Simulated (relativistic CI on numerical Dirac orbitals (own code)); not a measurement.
## Cl¹³⁺: sensitivity of the levels to the model

Base calculation: Dirac-Coulomb-Breit CI, KLI orbitals optimised for each configuration, QED by a radiative potential, unscaled Slater integrals.

Configuration list (outside the closed core 1s2): 2s², 2s2p, 2p², 2p3s, 2p3p, 2s3s, 2s3p, 2s3d, 2s4s, 2s4p, 2s4d, 2s4f, 3s², 3s3p, 3p². Levels of other configurations are missing.

Variants: (1) QED terms removed. Shifts of the energy above 2s² ¹S0, in eV, for the lowest level and the first level of each name with at least 55 % of one term (blank where a level changes its place among those of its configuration and J or its character, or is not in the variant):

```
    Level     Base    Δ(1)
  2s² ¹S0    0.000   0.000
2s2p ³P°0   26.664  +0.095
2s2p ³P°1   27.358  +0.094
2s2p ³P°2   28.946  +0.089
2s2p ¹P°1   53.797  +0.093
  2p² ³P0   70.269  +0.199
  2p² ³P1   71.196  +0.196
  2p² ³P2   72.495  +0.193
  2p² ¹D2   80.084  +0.193
  2p² ¹S0   98.414  +0.183
 2s3s ³S1  428.640  +0.061
 2s3s ¹S0  433.695  +0.063
2s3p ¹P°1  441.384  +0.093
2s3p ³P°0  441.589  +0.088
```

At this charge energies of transitions that change n are usually good to better than 1 %, and those within a shell (Δn = 0) to a few per cent.

Ionisation energy from the two ground configurations alone: base 744.853 eV. The NIST ASD value (semi-empirical) is 750.23 eV.

LS names give the leading component of a level, which can be under half, so a name can repeat, a term be missing and a line seem to break the LS rules.
